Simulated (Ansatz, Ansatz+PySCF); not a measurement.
```csv
atom,x (Å),y (Å),z (Å)
N,0.0000,0.0000,0.1824
H,1.4038,0.0000,-0.4255
H,-0.7019,1.2157,-0.4255
H,-0.7019,-1.2157,-0.4255
```

Basis set: cc-pVDZ (spherical functions). Left uncorrelated: 1 orbital. Charge 0, multiplicity 1.

Computed with Ansatz (development build ahead of 0.2.0); each method stands on the lowest determinant of its kind that the runs found. Restricted open shells among the atoms or ions are ROHF, correlated in semicanonical orbitals with singles. Restricted functionals stand beside restricted open-shell atoms, which can lie above the unrestricted atoms usual in DFT and then raise those values.

Task: Give the atomization energy at this shape (free ground-state atoms in the same class of orbitals less the molecule, no zero-point energy) of singlet NH₃ by ωB97X (restricted), ωB97X (unrestricted), r²SCAN (restricted), r²SCAN (unrestricted), PBE (unrestricted), PBE (restricted), PBE0 (restricted), PBE0 (unrestricted), UHF-CCSDT(Q), RHF-CCSD(T), UHF-CCSD(T), RHF-MP2, UHF-MP2, UHF, RHF.

Result:

| method | atomization energy |
| --- | --- |
| ωB97X (restricted) | 133.30 kcal/mol |
| ωB97X (unrestricted) | 131.59 kcal/mol |
| r²SCAN (restricted) | 141.71 kcal/mol |
| r²SCAN (unrestricted) | 140.47 kcal/mol |
| PBE (unrestricted) | 159.08 kcal/mol |
| PBE (restricted) | 159.63 kcal/mol |
| PBE0 (restricted) | 135.55 kcal/mol |
| PBE0 (unrestricted) | 134.86 kcal/mol |
| UHF-CCSDT(Q) | 129.81 kcal/mol |
| RHF-CCSD(T) | 129.40 kcal/mol |
| UHF-CCSD(T) | 125.20 kcal/mol |
| RHF-MP2 | 116.40 kcal/mol |
| UHF-MP2 | 79.01 kcal/mol |
| UHF | 31.30 kcal/mol |
| RHF | 13.83 kcal/mol |

Caution for UHF-CCSDT(Q), UHF-CCSD(T), UHF-MP2: a plain start can end on a higher determinant. Caution for UHF-CCSDT(Q), RHF-CCSD(T), UHF-CCSD(T), RHF-MP2, UHF-MP2: bonds are stretched, where a single reference can fail. Caution for UHF-CCSDT(Q), UHF-CCSD(T), UHF-MP2, UHF: the unrestricted determinant is a mixture of spin states. Caution for RHF-CCSD(T), RHF-MP2, RHF: an unrestricted determinant lies well below. Caution for UHF-CCSD(T), UHF-MP2: another reference gives a lower total. Caution for UHF-CCSD(T): the program doubts this total.
